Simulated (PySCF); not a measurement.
**Radial density of Cl (chlorine, neutral)**

UHF, [Ne] 3s2 3p5, 2P determinant. Computed with PySCF 2.14 in aug-cc-pCVTZ-DK with one added diffuse shell each of s, p, d, f type (9s8p6d4f, 91 functions), with scalar relativity by spin-free X2C-1e.

```
r (bohr)  4πr²ρ (e/bohr)  4πr²(ρα − ρβ)
 0.00190          0.1656         0.0000
 0.00319          0.4274         0.0000
 0.00537           1.079         0.0000
 0.00903           2.609         0.0000
  0.0152           5.833         0.0001
  0.0255           11.41         0.0007
  0.0430           17.76         0.0037
  0.0723           19.25         0.0174
   0.122           14.24         0.0626
   0.204           15.31         0.1339
   0.344           19.19         0.0941
   0.579           8.560        -0.0022
   0.973           3.731         0.3995
    1.64           4.138         0.6105
    2.75           1.103         0.1595
    4.63         0.06113         0.0058
    7.79       0.0001489         0.0000
```

Densities and radii are taken from the X2C orbitals without a picture-change correction, which distorts them close to the nucleus.

Where is the radial spin density 4πr²(ρα − ρβ) most negative, and why is it negative at all?

Around r = 0.579 bohr, down to -0.0022 e/bohr: exchange with the open shell polarises the paired shells in an unrestricted calculation.
